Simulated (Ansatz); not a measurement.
F6Sb−, SMILES `[F][Sb-]([F])([F])([F])([F])[F]` at its PBE0-D4/def2-TZVPD geometry, where that method's forces vanish. Total charge -1; spin multiplicity 1. Sb: def2 effective core potential.

| atom | x (Å) | y (Å) | z (Å) |
| --- | --- | --- | --- |
| F1 | -1.556 | 0.839 | 0.683 |
| Sb2 | 0.000 | 0.000 | 0.000 |
| F3 | -0.702 | 0.128 | -1.756 |
| F4 | 0.823 | 1.695 | -0.205 |
| F5 | 0.702 | -0.128 | 1.756 |
| F6 | -0.823 | -1.695 | 0.205 |
| F7 | 1.556 | -0.838 | -0.684 |

**Question.** For each bond, give half the difference of the two atoms' forces along it (eV/Å; positive pushes the atoms apart) under PBE-D4, r2SCAN-D4, B3LYP-D4, ωB97M-V in def2-TZVPPD. (Best estimate.)

**Answer.** Computed: 
```json
{"bond": "F1–Sb2", "length (Å)": "1.895", "PBE-D4": "0.43", "r2SCAN-D4": "0.08", "B3LYP-D4": "0.20", "ωB97M-V": "0.01"}
{"bond": "Sb2–F3", "length (Å)": "1.895", "PBE-D4": "0.43", "r2SCAN-D4": "0.08", "B3LYP-D4": "0.20", "ωB97M-V": "0.01"}
{"bond": "Sb2–F4", "length (Å)": "1.895", "PBE-D4": "0.43", "r2SCAN-D4": "0.08", "B3LYP-D4": "0.20", "ωB97M-V": "0.01"}
{"bond": "Sb2–F5", "length (Å)": "1.895", "PBE-D4": "0.43", "r2SCAN-D4": "0.08", "B3LYP-D4": "0.20", "ωB97M-V": "0.01"}
{"bond": "Sb2–F6", "length (Å)": "1.895", "PBE-D4": "0.43", "r2SCAN-D4": "0.08", "B3LYP-D4": "0.20", "ωB97M-V": "0.01"}
{"bond": "Sb2–F7", "length (Å)": "1.895", "PBE-D4": "0.43", "r2SCAN-D4": "0.08", "B3LYP-D4": "0.20", "ωB97M-V": "0.01"}
```

B3LYP here is the variant with VWN-RPA as its local correlation; programs differ in this.
